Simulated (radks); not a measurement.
The numbers below are computed, except where a source is named.
The platinum anion Pt2-, [Hg], held by a Watson sphere: a shell of charge +2 at radius R that stands for the Madelung well of a crystal (potential energy -2/R inside, -2/r outside, in hartree with lengths in bohr). Level of theory: scalar-relativistic Kohn-Sham, LDA (Slater exchange, Perdew-Wang correlation), spin-polarised, spherical densities, finite nucleus; Fermi nuclear charge, rms radius of each element as measured or else 0.836 A^(1/3) + 0.57 fm (a radial shooting solver on a logarithmic mesh with Libxc functionals). Response by self-consistent Sternheimer equations with the Hartree and adiabatic LDA kernel, the relativistic mass of each level held fixed and spin-orbit coupling left out. The sphere does not respond.

| R (bohr) | e(5p) (eV) | e(6s) (eV) | e(5d) (eV) | <r> 5d (bohr) | sum of <r^2> (bohr^2) | X-ray form factor at sin(theta)/lambda = 0.2 1/angstrom | alpha (bohr^3) |
|---|---|---|---|---|---|---|---|
| 4.68 | -52.518 | -4.490 | -3.109 | 1.921 | 96.82 | 66.113 | 125.8 |
| 5.57 | -51.732 | -3.563 | -2.251 | 1.949 | 104.6 | 66.137 | 191.5 |
| 5.83 | -51.541 | -3.337 | -2.047 | 1.957 | 106.9 | 66.143 | 217.4 |
| 5.97 | -51.445 | -3.222 | -1.944 | 1.961 | 108.2 | 66.146 | 233.0 |
| 6.13 | -51.341 | -3.098 | -1.833 | 1.966 | 109.7 | 66.149 | 252.6 |

Estimate the row for R = 3.61 bohr.

Answer. e(5p) (eV) -53.777; e(6s) (eV) -5.932; e(5d) (eV) -4.552; <r> 5d (bohr) 1.873; sum of <r^2> (bohr^2) 87.42; X-ray form factor at sin(theta)/lambda = 0.2 1/angstrom 66.106; alpha (bohr^3) 76.28.
